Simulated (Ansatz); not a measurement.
Species: 3-iodoselenophene, C4H3ISe, charge 0, multiplicity 1. SMILES: Ic1cc[se]c1
Geometry: optimised at B3LYP-D3(BJ)/def2-TZVP (Ansatz, a program for electronic structure).

Property: vertical triplet-singlet gap (E(triplet) - E(singlet); each state is the SCF solution reached for its spin; the UHF <S^2> is 2.22 for the triplet (pure: 2.00); for the singlet the Hartree-Fock reference is unstable and T1 is 0.014), in kcal/mol. Valence correlation only, unless marked. UHF or UKS for open shells. Spin-orbit coupling is left out. Frozen are the shells of the preceding noble gas and the d and f shells that filled before the atom's block. Past Kr the def2 sets carry scalar-relativistic core potentials. Basis-set limits of correlation are two-point, X^-3; Hartree-Fock from the larger set. [CCSD(T)-MP2]/basis is that difference in the basis named.

```json
[
 {"level": "HF/def2-SVPD", "program": "Ansatz", "vertical triplet-singlet gap (kcal/mol)": "63.3", "minus last row": "-25.4"},
 {"level": "HF/def2-TZVPPD", "program": "Ansatz", "vertical triplet-singlet gap (kcal/mol)": "63.0", "minus last row": "-25.7"},
 {"level": "HF/def2-QZVPPD", "program": "Ansatz", "vertical triplet-singlet gap (kcal/mol)": "62.8", "minus last row": "-25.9"},
 {"level": "PBE/def2-TZVPD", "program": "Ansatz", "vertical triplet-singlet gap (kcal/mol)": "81.2", "minus last row": "-7.5"},
 {"level": "r2SCAN/def2-TZVPD", "program": "Ansatz", "vertical triplet-singlet gap (kcal/mol)": "78.5", "minus last row": "-10.2"},
 {"level": "PBE0/def2-TZVPD", "program": "Ansatz", "vertical triplet-singlet gap (kcal/mol)": "81.2", "minus last row": "-7.5"},
 {"level": "BHLYP/def2-TZVPD", "program": "Ansatz", "vertical triplet-singlet gap (kcal/mol)": "79.8", "minus last row": "-8.9"},
 {"level": "CAM-B3LYP/def2-TZVPD", "program": "Ansatz", "vertical triplet-singlet gap (kcal/mol)": "82.7", "minus last row": "-6.0"},
 {"level": "wB97M-V/def2-TZVPD", "program": "Ansatz", "vertical triplet-singlet gap (kcal/mol)": "87.5", "minus last row": "-1.2"},
 {"level": "wB97X-V/def2-TZVPD", "program": "Ansatz", "vertical triplet-singlet gap (kcal/mol)": "85.8", "minus last row": "-2.9"},
 {"level": "MP2/def2-TZVPPD", "program": "Ansatz", "vertical triplet-singlet gap (kcal/mol)": "106.6", "minus last row": "17.9"},
 {"level": "RI-MP2/def2-TZVPPD", "program": "Ansatz", "vertical triplet-singlet gap (kcal/mol)": "106.6", "minus last row": "17.9"},
 {"level": "RI-MP2/def2-QZVPPD", "program": "Ansatz", "vertical triplet-singlet gap (kcal/mol)": "106.9", "minus last row": "18.2"},
 {"level": "RI-MP2/CBS(def2-TZVPPD,def2-QZVPPD)", "program": "Ansatz", "vertical triplet-singlet gap (kcal/mol)": "107.4", "minus last row": "18.7"},
 {"level": "SCS-MP2/def2-SVPD", "program": "Ansatz", "vertical triplet-singlet gap (kcal/mol)": "104.8", "minus last row": "16.1"},
 {"level": "SCS-MP2/def2-TZVPPD", "program": "Ansatz", "vertical triplet-singlet gap (kcal/mol)": "105.3", "minus last row": "16.6"},
 {"level": "CCSD/def2-SVPD", "program": "Ansatz", "vertical triplet-singlet gap (kcal/mol)": "85.7", "minus last row": "-3.0"},
 {"level": "CCSD/def2-TZVPPD", "program": "Ansatz", "vertical triplet-singlet gap (kcal/mol)": "85.0", "minus last row": "-3.7"},
 {"level": "CCSD(T)/def2-TZVPPD", "program": "Ansatz", "vertical triplet-singlet gap (kcal/mol)": "87.9", "minus last row": "-0.8"},
 {"level": "RI-MP2/CBS(def2-TZVPPD,def2-QZVPPD)+[CCSD(T)-MP2]/def2-SVPD", "program": "Ansatz", "vertical triplet-singlet gap (kcal/mol)": "89.3", "minus last row": "0.6"},
 {"level": "RI-MP2/CBS(def2-TZVPPD,def2-QZVPPD)+[CCSD(T)-MP2]/def2-TZVPPD", "program": "Ansatz", "vertical triplet-singlet gap (kcal/mol)": "88.7", "minus last row": "0.0"}
]
```
